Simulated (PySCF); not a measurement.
GeI$_{3}$ (SMILES [I][Ge]([I])[I]), doublet, at a GFN2-xTB geometry (all electrons, no relativity), with bond 4-2 at 1.6 times its length. Base run: PySCF with B3LYP/STO-3G.

Here is a job for PySCF.
```python
from pyscf import gto, scf, dft

mol = gto.M(
    atom='''
I     2.252067   -0.944210   -0.111617
Ge   -0.011190    0.009781    0.775072
I    -1.938996   -1.479441   -0.165371
I    -0.483390    3.862525   -0.770611
''',
    basis='sto-3g',
    charge=0,
    spin=1,
    verbose=4,
)

mf = dft.UKS(mol)
mf.xc = 'b3lyp'
mf.kernel()
```

Each row names what was changed in the base input (with any setting that the change needs).

```json
[
 {"change": "base", "ΔE vs base (mEh)": "0.000", "SCF cycles": "24", "<S^2>": "0.751", "outcome": "converged"},
 {"change": "conv_tol = 1e-11", "ΔE vs base (mEh)": "0.000", "SCF cycles": "43", "<S^2>": "0.751", "outcome": "converged"},
 {"change": "init_guess = vsap", "ΔE vs base (mEh)": "0.000", "SCF cycles": "39", "<S^2>": "0.751", "outcome": "converged"},
 {"change": "damp = 0.5; diis_start_cycle = 5", "ΔE vs base (mEh)": "0.000", "SCF cycles": "20", "<S^2>": "0.751", "outcome": "converged"},
 {"change": "solver = newton; init_guess = 1e", "ΔE vs base (mEh)": "21368.8", "SCF cycles": "-", "<S^2>": "1.751", "outcome": "another SCF solution"},
 {"change": "level_shift = 0.5 (with mf.max_cycle = 100)", "ΔE vs base (mEh)": "-", "SCF cycles": "100", "<S^2>": "-", "outcome": "not converged"},
 {"change": "diis = off; damp = 0.3 (with mf.diis_start_cycle = 200; with mf.max_cycle = 150)", "ΔE vs base (mEh)": "-", "SCF cycles": "150", "<S^2>": "-", "outcome": "not converged"},
 {"change": "level_shift = 0.3 (with mf.max_cycle = 100)", "ΔE vs base (mEh)": "0.000", "SCF cycles": "99", "<S^2>": "0.751", "outcome": "converged"},
 {"change": "init_guess = atom", "ΔE vs base (mEh)": "-", "SCF cycles": "50", "<S^2>": "-", "outcome": "not converged"},
 {"change": "conv_tol_grad = 1e-3", "ΔE vs base (mEh)": "0.000", "SCF cycles": "24", "<S^2>": "0.751", "outcome": "converged"},
 {"change": "conv_tol = 1e-6", "ΔE vs base (mEh)": "0.000", "SCF cycles": "20", "<S^2>": "0.751", "outcome": "converged"},
 {"change": "conv_tol = 1e-4", "ΔE vs base (mEh)": "0.562", "SCF cycles": "8", "<S^2>": "0.750", "outcome": "converged"},
 {"change": "diis_space = 2", "ΔE vs base (mEh)": "-", "SCF cycles": "50", "<S^2>": "-", "outcome": "not converged"}
]
```

A guess, shift, damping, solver or small numerical setting can't move a converged solution much, so rows marked as another SCF solution ended in a different state.

Open shells are given as the SCF converged; they aren't shown to be the lowest states, and a large step between rows can be another state.
